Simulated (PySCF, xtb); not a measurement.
YOF, SMILES [O]=[Y][F].

Harmonic wavenumbers (cm⁻¹) from GFN2-xTB run with xtb at its own minimum, in rising order: 154, 249, 429.

Problem. What does PBE-D3(BJ)/def2-TZVP in PySCF give at its own minimum? (The exact figures need the calculation; the answer reports its results.)

Solution. 180, 538, 817. Paired by order, the mean absolute difference is 235 cm⁻¹ and the zero-point energies are 1.2 and 2.2 kcal/mol.
